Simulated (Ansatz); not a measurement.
```yaml
crystal:
  periodic: [false, false, false]
  atoms:
    - {symbol: N, position_ang: [-0.335344, 0.997776, -0.254820]}
    - {symbol: Si, position_ang: [0.194664, -0.309787, 0.678843]}
    - {symbol: O, position_ang: [1.260313, -0.852497, -0.524962]}
    - {symbol: Br, position_ang: [-1.383709, -1.588351, 1.121517]}
    - {symbol: H, position_ang: [0.131231, 1.694805, -0.832411]}
    - {symbol: H, position_ang: [-1.207300, 1.729686, 0.039710]}
    - {symbol: H, position_ang: [1.799673, -1.373688, -0.024364]}
basis:
  gaussian: {orbitals: aug-cc-pVTZ}
magnetization: {spin_polarized: true, initial_magnetization: 1}
hamiltonian: {xc: {name: CAM-B3LYP}}
scf: {lower_state_search: full}
relax: {f_tol: 0.001, max_steps: 2}
output: {forces: true}
```

```sh
$ ansatz run in.yaml --threads 4 --pin off --events-out ev --progress --plain --max-ram 10444MiB
```

It prints (some lines left out):

```
Functional definition: CAM-B3LYP
1424 factors; their error is unknown
534 factors; integrals over basis functions are off by at most 3.0e-6 eV
mean field evaluation 1: about -81505.0730 eV, gradient 5.6e1 eV
mean field evaluation 2: about -81489.2067 eV, gradient 8.3e1 eV
mean field evaluation 4: about -81516.0880 eV, gradient 3.3e0 eV
mean field evaluation 8: about -81516.1319 eV, gradient 8.1e-2 eV
mean field evaluation 16: about -81516.3071 eV, gradient 2.2e-4 eV
mean field evaluation 64: about -81516.3071 eV, gradient 3.6e-3 eV
mean field -81516.30712800 eV, -2995.6690332163 hartree, gradient 2.9e-5 eV, S^2 0.753035; 3 other end points of the search recorded, 0 dependent functions left out
reference -81516.30726369 eV, -2995.6690382031 hartree; 34, 33 occupied and 236, 237 virtual orbitals, 1424 factors
relax step   1: F+E_penalty+E_count = -81516.30712800 eV  Δ(F+E_penalty+E_count) = +0.000e0 eV  max|allowed force component| = 5.137e0 eV/Å  Δτ_max = 0.0000 Å  (102 SCF iters, accepted)
1424 factors; their error is unknown
534 factors; integrals over basis functions are off by at most 3.5e-6 eV
mean field -81517.42078554 eV, -2995.7099593761 hartree, gradient 1.1e-5 eV, S^2 0.753454; 0 other end points of the search recorded, 0 dependent functions left out
reference -81517.42092275 eV, -2995.7099644185 hartree; 34, 33 occupied and 236, 237 virtual orbitals, 1424 factors
relax step   2: F+E_penalty+E_count = -81517.42078554 eV  Δ(F+E_penalty+E_count) = -1.114e0 eV  max|allowed force component| = 2.255e0 eV/Å  Δτ_max = 0.1149 Å  (46 SCF iters, accepted)
Error: geometry relaxation did not converge after 2 steps: max|allowed force component| = 2.26e0 eV/Å (threshold 1.0e-3). Raise `relax.max_steps` over both its present limit and 2, loosen `relax.f_tol`, or start from a geometry closer to equilibrium. Where this run's directory can be resumed (`checkpoint.write`), a resume goes on for up to `relax.max_steps` more
```

Question: What is wrong with this run?

Answer: The relaxation is allowed too few steps for its threshold. The calculation stopped without meeting its thresholds.
